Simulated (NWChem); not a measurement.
System: BH$_{2}$S$_{2}$F; SMILES FB(S)S

The following NWChem deck was run.

```
start job
memory heap 200 mb stack 900 mb global 1100 mb
geometry units angstroms noautosym nocenter noautoz
  B      0.000000     0.000000    -0.368708
  F      0.000000     0.000000    -1.695823
  S      1.630443     0.000000     0.420044
  H      1.204542     0.000000     1.698672
  S     -1.630443     0.000000     0.420044
  H     -1.204542     0.000000     1.698672
end
basis spherical
  * library pcsseg-1
end
dft
  xc kt2
  iterations 150
end
property
  shielding 4 1 2 3 4
  efieldgrad
end
task dft property
```

Parts of the log:

```
             Northwest Computational Chemistry Package (NWChem) 7.3.0
             --------------------------------------------------------

                             Geometry "geometry" -> ""
                             -------------------------

 Output coordinates in angstroms (scale by  1.889725989 to convert to a.u.)

  No.       Tag          Charge          X              Y              Z
 ---- ---------------- ---------- -------------- -------------- --------------
    1 B                    5.0000     0.00000000     0.00000000    -0.36870800
    2 F                    9.0000     0.00000000     0.00000000    -1.69582300
    3 S                   16.0000     1.63044300     0.00000000     0.42004400
    4 H                    1.0000     1.20454200     0.00000000     1.69867200
    5 S                   16.0000    -1.63044300     0.00000000     0.42004400
    6 H                    1.0000    -1.20454200     0.00000000     1.69867200

 Effective nuclear repulsion energy (a.u.)     186.3741407932

                              NWChem Property Module
                              ----------------------

  itol2e modified to match energy
  convergence criterion.

                                 NWChem DFT Module
                                 -----------------

 Summary of "ao basis" -> "ao basis" (spherical)
 ------------------------------------------------------------------------------
       Tag                 Description            Shells   Functions and Types
 ---------------- ------------------------------  ------  ---------------------
 B                          pcsseg-1                 7       17   3s3p1d
 F                          pcsseg-1                 7       17   3s3p1d
 S                          pcsseg-1                10       24   4s5p1d
 H                          pcsseg-1                 3        5   2s1p

  itol2e modified to match energy
  convergence criterion.

[...]

          -----------------------------------------
          Chemical Shielding Tensors (GIAO, in ppm)
          -----------------------------------------

                                NWChem CPHF Module
                                ------------------

  scftype          =     RHF
  nclosed          =       24
  nopen            =        0
  variables        =     1632
  # of vectors     =        3
  tolerance        = 0.10D-03
  level shift      = 0.00D+00
  max iterations   =       50
  max subspace     =       30

 SCF residual:    2.8205135157792390E-005

Iterative solution of linear equations
  No. of variables     1632
  No. of equations        3
  Maximum subspace       30
        Iterations       50
       Convergence  1.0D-04

   iter   nsub   residual    time
   ----  ------  --------  ---------
     1      3    2.84D-05      24.0

      Atom:    1  B
        Diamagnetic
    208.6120     -0.0000      0.0000
     -0.0000    178.1210     -0.0000
      0.0000     -0.0000    199.4564

        Paramagnetic
   -142.7913     -0.0000     -0.0000
     -0.0000    -94.4582     -0.0000
     -0.0000     -0.0000   -181.0103

        Total Shielding Tensor
     65.8207     -0.0000     -0.0000
     -0.0000     83.6628     -0.0000
     -0.0000     -0.0000     18.4461

           isotropic =      55.9766
          anisotropy =      41.5294

          Principal Components and Axis System
                 1           2           3
               83.6628     65.8207     18.4461

      1        -0.0000      1.0000      0.0000
      2         1.0000      0.0000      0.0000
      3        -0.0000     -0.0000      1.0000

      Atom:    2  F
        Diamagnetic
    461.2877     -0.0000      0.0000
     -0.0000    463.4149     -0.0000
      0.0000     -0.0000    494.7520

        Paramagnetic
   -389.5225     -0.0000     -0.0000
     -0.0000    -33.3617     -0.0000
     -0.0000     -0.0000   -373.5869

        Total Shielding Tensor
     71.7652     -0.0000     -0.0000
     -0.0000    430.0532     -0.0000
     -0.0000     -0.0000    121.1651

           isotropic =     207.6612
          anisotropy =     333.5880

          Principal Components and Axis System
                 1           2           3
              430.0532    121.1651     71.7652

      1        -0.0000     -0.0000      1.0000
      2         1.0000      0.0000      0.0000
      3        -0.0000      1.0000      0.0000

      Atom:    3  S
        Diamagnetic
   1062.2490      0.0000      1.8883
      0.0000   1053.8688      0.0000
      1.8883      0.0000   1060.3070

        Paramagnetic
   -428.5554     -0.0000    116.2205
     -0.0000   -539.0598      0.0000
    116.2205      0.0000   -531.2968

        Total Shielding Tensor
    633.6936     -0.0000    118.1088
     -0.0000    514.8090      0.0000
    118.1088      0.0000    529.0102

           isotropic =     559.1709
          anisotropy =     227.0523

          Principal Components and Axis System
                 1           2           3
              710.5391    514.8090    452.1646

      1         0.8382     -0.0000     -0.5454
      2        -0.0000      1.0000     -0.0000
      3         0.5454      0.0000      0.8382

      Atom:    4  H
        Diamagnetic
     26.8683     -0.0000     -3.1642
     -0.0000     18.8021      0.0000
     -3.1642      0.0000     41.9426

        Paramagnetic
      2.0595      0.0000      2.3704
      0.0000      4.0244      0.0000
      2.3704      0.0000     -5.5617

[...]
```

Level: KT2/pcSseg-1, GIAO. Coordinates come from a PBE0/def2-SVP optimisation. NWChem prints the field gradient with the sign opposite to the second derivative of the potential. The printed shielding anisotropy is the first printed principal value minus the mean of the other two.
